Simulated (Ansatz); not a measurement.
Saddle point of SiNH$_{3}$BrCl, closed shell (SiNH₃BrCl ([NH2][SiH]([Cl])[Br]) → SiNH₂Cl ([NH][SiH][Cl]) + HBr; bonds formed: Br2–H4; bonds broken: Si1–Br2, N3–H4), PBE0-D4/def2-TZVP structure:

| atom | x (Å) | y (Å) | z (Å) |
| --- | --- | --- | --- |
| Si1 | -0.8221 | -0.4952 | 0.2813 |
| Br2 | 1.8095 | 0.5162 | -1.9588 |
| N3 | 0.3745 | 0.5311 | 0.6290 |
| H4 | 1.1424 | 0.5948 | -0.2067 |
| H5 | -2.1903 | -0.3392 | 0.7949 |
| Cl6 | -0.5642 | -2.1643 | -0.7384 |
| H7 | 0.2501 | 1.3566 | 1.1988 |

Energies are electronic, without zero-point energy. Barriers and step energies count from the start structure reached by relaxing down the imaginary mode; all methods use the PBE0-D4 structures, on which another method's saddle can fall below an end. Ansatz 0.2.0; basis: def2-TZVPP, with def2-QZVPP for the basis limit; cores frozen in the correlated methods. Filled d shells of the heavier atoms are correlated. The def2 sets are not built for correlating such inner shells, so the correlated values are less sure here. B3LYP uses VWN-RPA correlation. Extrapolation: Hartree–Fock as exp(−7.88 √X), correlation as X^−2.97.

| method | barrier (kcal/mol) | step energy (kcal/mol) |
| --- | --- | --- |
| SPW92 | 65.58 | 64.42 |
| PBE-D4 | 65.87 | 64.52 |
| BLYP-D4 | 62.91 | 61.75 |
| r2SCAN-D4 | 69.56 | 68.38 |
| B97M-V | 71.31 | 70.57 |
| PBE0-D4 | 71.70 | 70.80 |
| B3LYP-D4 | 68.15 | 67.34 |
| r2SCAN0-D4 | ? | 72.75 |
| BHLYP-D4 | 73.98 | 74.23 |
| CAM-B3LYP-D4 | 71.16 | 70.35 |
| wB97X-V | 74.53 | 73.95 |
| wB97M-V | 73.02 | 72.80 |
| B2PLYP | ? | 69.15 |
| PBE-QIDH | 75.29 | 74.41 |
| RPA on PBE | 73.05 | 70.83 |
| HF | 78.53 | 80.08 |
| MP2 | ? | 72.05 |
| CCSD | 75.09 | 74.20 |
| CCSD(T) | 73.52 | 72.17 |

Q: Fill in the withheld barriers. (Judge from chemistry; the value comes from the calculation.)

A: The calculation gives: r2SCAN0-D4 73.40; B2PLYP 70.50; MP2 73.81 kcal/mol. Each is the energy of the saddle less that of the start structure, by the same method.

For comparison, the barrier by CCSD(T) at an estimated basis limit (MP2 extrapolated from triple and quadruple zeta, plus CCSD(T) − MP2 in triple zeta) is 73.91 kcal/mol.

No T1 diagnostic of these runs exceeds 0.014.

Labels in which every atom is bracketed show which atoms are joined, not bond orders.

For scale, one of the runs: CCSD(T)/def2-TZVPP, 205 basis functions, launched by `ansatz run in.yaml --threads 4 --pin off --events-out ev --progress --plain --max-ram 9574MiB`. The run took 81 s on 4 CPU threads of an Arm Neoverse V2 (shared host), with 2.6 GiB of host memory at its peak.
